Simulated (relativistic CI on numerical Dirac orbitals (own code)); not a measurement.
# Au⁵⁺: 5p photoemission

Computed with this model: Dirac-Coulomb-Breit CI, orbitals from a KLI potential per configuration, model QED (radiative potential, 1s self-energy scaled to tabulated hydrogen-like ionisation energies), valence Slater integrals scaled by 0.8, multiplet model of photoemission in the sudden approximation; configurations [Xe] 4f14 5d6 → [Kr] 4d10 4f14 5s2 5p5 5d6; 300 K; Lorentzian 1.5 eV and Gaussian 0.6 eV FWHM. Energies are those of the free ion, without screening or charge transfer. The energies are binding energies and can lie tens of eV above those of solids. S is read from ⟨S²⟩ = S(S + 1).

Field parameters in Wybourne normalisation: Td as Oh with Dq negative (B⁴₀ = 21Dq, B⁴₄ = √(5/14) B⁴₀). The field is a parameter set, without covalency.

free ion: ground-state S = 1.76, centroid 140.35 eV. Peaks (eV, height): 129.6 (100), 130.8 (92), 135.4 (35), 139.0 (23), 141.0 (26), 144.4 (15), 154.0 (41), 155.8 (41), 157.2 (49).

Td, 10Dq = -10650 cm⁻¹: ground-state S = 1.66, centroid 140.37 eV. Peaks (eV, height): 130.0 (100), 135.4 (29), 139.0 (22), 141.4 (18), 144.4 (14), 154.4 (47), 156.8 (40).

Strongest unbroadened transitions for free ion:

| Energy (eV) | Relative strength |
| --- | --- |
| 129.57 | 100.0 |
| 130.92 | 47.8 |
| 131.05 | 16.7 |
| 131.61 | 31.4 |
| 134.52 | 6.4 |
| 134.89 | 6.3 |
| 135.57 | 20.2 |
| 137.10 | 5.9 |
| 138.70 | 4.9 |
| 139.24 | 7.8 |
| 141.18 | 13.5 |
| 144.75 | 9.1 |
| 153.50 | 21.6 |
| 154.01 | 16.9 |
| 154.68 | 8.6 |
| 155.21 | 6.2 |
| 155.79 | 19.4 |
| 157.36 | 48.5 |
